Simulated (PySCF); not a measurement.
**Static response to an electric field**

Species: 3-cyclohexen-1-ol, C6H10O.
Cartesian coordinates in Å at the GFN2-xTB level; atoms count from 1:
```xyz
17
C6H10O angstrom
O      2.059   -1.340    0.412
C      0.900   -0.541    0.500
C      1.125    0.859   -0.081
C     -0.157    1.626   -0.195
C     -1.354    1.073   -0.101
C     -1.568   -0.392    0.124
C     -0.304   -1.186   -0.190
H      2.275   -1.464   -0.519
H      0.700   -0.463    1.574
H      1.833    1.409    0.544
H      1.581    0.769   -1.075
H     -0.054    2.688   -0.372
H     -2.246    1.680   -0.179
H     -2.397   -0.743   -0.495
H     -1.857   -0.552    1.169
H     -0.135   -1.192   -1.271
H     -0.407   -2.220    0.145
```

Level: PBE0/def2-SVPD (PySCF), static field, nuclei fixed, core orbitals frozen in the response. The polarisability tensor in these axes (au):

```
x   83.56  1.25 -1.12
y    1.25 75.05 -1.40
z   -1.12 -1.40 59.52
```

**Question.** Give the principal values, the mean and the anisotropy Δα = √{½[(α1 − α2)² + (α2 − α3)² + (α1 − α3)²]}.

**Answer.** Principal values 59.36, 74.97 and 83.81 au; mean 72.71 au = 10.77 Å³ = 11.99 × 10⁻⁴⁰ C²·m²/J; Δα = 21.44 au (29 % of the mean).

**Question.** What is the dipole moment, and where does it point?

**Answer.** (-0.97, 0.49, -1.19) D, 1.61 D in size, pointing from the negative to the positive side. Measured along this direction, the outermost atoms are O1 at the negative end and H13 at the positive end.

**Question.** What depolarisation ratio follows for Rayleigh scattering of linearly polarised light, taking the static tensor?

**Answer.** ρ = 3Δα²/(45ᾱ² + 4Δα²) = 1379.1/(237913 + 1838.7) = 0.00575.

**Question.** Molar refractivity from α?

**Answer.** Lorentz–Lorenz: R = (4π/3)N_A α = 2.5225 cm³/(mol·Å³) × 10.77 Å³ = 27.2 cm³/mol, in the limit of long wavelengths.

**Question.** In a dilute gas of rigid molecules at 273 K, how does the orientational term μ²/3kT compare with the electronic polarisability?

**Answer.** In Gaussian units μ²/3kT = 23.00 Å³ against 10.77 Å³, a ratio of 2.13; the Debye molar polarisation (4π/3)N_A(α + μ²/3kT) is 85.2 cm³/mol, leaving out the vibrational part.

**Question.** Directions of the eigenvectors, and the extent of the frame along each?

**Answer.** Largest value along (0.99, 0.15, -0.05), where the nuclei span 4.51 Å; middle along (-0.15, 0.99, -0.08), 4.82 Å; least along (0.04, 0.09, 1.00), 2.93 Å. The strongest response doesn't lie along the longest of the three spans.

**Question.** What are the principal values of the traceless quadrupole moment, Θ = ½Σq(3rr − r²1), about the centre of nuclear charge?

**Answer.** -8.38, 2.62, 5.75 D·Å. The values depend on the origin, since the dipole doesn't vanish. The electronic extent ⟨r²⟩ about the same centre is 754 bohr², a root-mean-square distance of 1.98 Å for the 54 electrons.

The structure is a single GFN2-xTB conformer in the gas phase; no vibrational or solvent corrections.
